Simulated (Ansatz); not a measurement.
Program: Ansatz. Geometries: PBE0-D4/def2-TZVP. ΔE: electronic, gas phase. CCSD(T)/CBS adds triple-zeta CCSD(T) − MP2 to the extrapolated MP2 energy (def2 sets, frozen cores). Functionals use def2-TZVPP. B3LYP here is the variant with VWN-RPA as its local correlation; programs differ in this. HSE06 is defined as in plane-wave codes. def2 core potentials past Kr. For Sn outer-core shells are correlated without core-valence functions, which leaves a few kJ/mol of doubt a bond. Each species was taken in one conformer, which may not be the lowest.

`[Cl][Sn][Cl]` + `C[CH](C)[Sn][OH]` → `C[CH](C)[Sn][Cl]` + `[OH][Sn][Cl]`  (redistribution)

```
             level  ΔE (kJ/mol)  difference from CCSD(T)/CBS
       LDA (SPW92)         -5.8                          4.0
            PBE-D4         -4.9                          4.9
         revPBE-D4         -5.0                          4.8
           BLYP-D4         -4.4                          5.4
         r2SCAN-D4         -6.6                          3.2
            B97M-V         -5.3                          4.5
           PBE0-D4         -7.2                          2.6
          B3LYP-D4         -6.1                          3.7
        r2SCANh-D4         -7.3                          2.5
        r2SCAN0-D4         -8.2                          1.6
          HSE06-D4         -7.1                          2.7
      CAM-B3LYP-D4         -7.1                          2.7
           ωB97X-V         -8.1                          1.7
           ωB97M-V         -7.7                          2.1
            B2PLYP         -6.9                          2.9
          PBE-QIDH         -9.1                          0.7
               PBE         -4.1                          5.7
            revPBE         -3.5                          6.3
            r2SCAN         -6.4                          3.4
             B3LYP         -4.8                          5.0
           r2SCANh         -7.0                          2.8
           r2SCAN0         -7.9                          1.9
             HSE06         -6.4                          3.4
         CAM-B3LYP         -6.3                          3.5
           LC-ωPBE         -8.2                          1.6
RPA@PBE/def2-TZVPP         -7.3                          2.5
       HF/def2-SVP         -8.0                          1.8
      MP2/def2-SVP         -7.5                          2.3
     CCSD/def2-SVP         -6.5                          3.3
  CCSD(T)/def2-SVP         -5.9                          3.9
     HF/def2-TZVPP         -9.6                          0.2
    MP2/def2-TZVPP        -10.0                         -0.2
   CCSD/def2-TZVPP         -8.7                          1.1
CCSD(T)/def2-TZVPP         -8.4                          1.4
     HF/def2-QZVPP        -10.1                         -0.3
    MP2/def2-QZVPP        -11.0                         -1.2
SCS-MP2/def2-QZVPP        -10.2                         -0.4
      HF/CBS(def2)        -10.1                         -0.3
     MP2/CBS(def2)        -11.5                         -1.7
    CCSD/CBS(def2)        -10.1                         -0.3
       CCSD(T)/CBS         -9.8                            0
```

Question: What do rigid-rotor, harmonic-oscillator terms from PBE0-D4/def2-TZVP frequencies (298.15 K, 1 bar) make of the CCSD(T)/CBS value? (Best estimate.)

Answer: The calculation gave: ΔZPE = +0.4 kJ/mol, ΔH = -9.5 kJ/mol, ΔS = 1 J/(mol·K), ΔG = -9.9 kJ/mol. Modes under 50 cm⁻¹ make the entropy rough.

Largest T1 diagnostic among the species: 0.017.

Leaving LDA and LC-ωPBE aside and taking each functional with its dispersion term where it has one, the values spread over 4.8 kJ/mol, from PBE-QIDH to BLYP-D4. At CCSD(T), def2-SVP lies +3.9 kJ/mol from the extrapolated value and def2-TZVPP +1.4 kJ/mol. From BLYP to BHLYP (50 % exact exchange), in def2-TZVPP and without D4, ΔE moves by −4.3 kJ/mol.
